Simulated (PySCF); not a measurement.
Correlation energy of Xe⁴⁰⁺ (xenon, charge +40)

[Ne] 3s2 3p2, high-spin 3P determinant. Calculation: PySCF 2.14, in an even-tempered Gaussian basis (16 s from 7.3 bohr⁻², ratio 2.5; 10 p from 9.5 bohr⁻², ratio 2.5; 4 d from 38 bohr⁻², ratio 2.7; 4 f from 58 bohr⁻², ratio 2.7); no relativity, point nucleus. Frozen: 1s2; 12 electrons correlated; the 17 highest virtual orbitals of each spin left out.

| level | correlation energy (mhartree) |
| --- | --- |
| CCSD | -525.17 |
| (T) | -1.56 |
| CCSD(T) | -526.73 |

Diagnostics: T1 = 0.00099, D1 = 0.0044, largest double amplitude 0.082.

A non-relativistic calculation at this Z misses sizeable relativistic shifts. Spin-orbit coupling is strong in this species (close to jj coupling), so the high-spin LS determinant is a model state, not a physical level.

Cost of the coupled-cluster step: of the order of 26 core-seconds, for 12 correlated electrons.

Iterations:

```
CC2 = 0
CCSD nocc = (np.int64(7), np.int64(5)), nmo = (76, 76)
frozen orbitals [[0, 77, 78, 79, 80, 81, 82, 83, 84, 85, 86, 87, 88, 89, 90, 91, 92, 93], [0, 77, 78, 79, 80, 81, 82, 83, 84, 85, 86, 87, 88, 89, 90, 91, 92, 93]]
max_cycle = 100
direct = 0
conv_tol = 1e-08
conv_tol_normt = 1e-06
diis_space = 8
diis_start_cycle = 0
Init t2, MP2 energy = -0.491509594200199
Init E_corr(UCCSD) = -0.491509594200205
cycle = 1  E_corr(UCCSD) = -0.514868920904959  dE = -0.0233593267  norm(t1,t2) = 0.0210082
cycle = 2  E_corr(UCCSD) = -0.521737643276104  dE = -0.00686872237  norm(t1,t2) = 0.00737789
cycle = 3  E_corr(UCCSD) = -0.525230302309229  dE = -0.00349265903  norm(t1,t2) = 0.00275056
cycle = 4  E_corr(UCCSD) = -0.525165154778469  dE = 6.51475308e-05  norm(t1,t2) = 0.00016199
cycle = 5  E_corr(UCCSD) = -0.525166716167942  dE = -1.56138947e-06  norm(t1,t2) = 6.95867e-06
cycle = 6  E_corr(UCCSD) = -0.525166254031472  dE = 4.62136471e-07  norm(t1,t2) = 5.1305e-07
cycle = 7  E_corr(UCCSD) = -0.525166342230284  dE = -8.81988121e-08  norm(t1,t2) = 7.77397e-08
cycle = 8  E_corr(UCCSD) = -0.525166337314383  dE = 4.91590069e-09  norm(t1,t2) = 9.8125e-09
UCCSD converged
E(UCCSD) = -5821.865745107046  E_corr = -0.525166337314383
UCCSD(T) correction = -0.00155573756819703
```

At this charge a non-relativistic calculation is a model, useful for the Z dependence of the correlation energy.

Spin-orbit coupling is strong in this species, so the high-spin LS determinant is a model state.
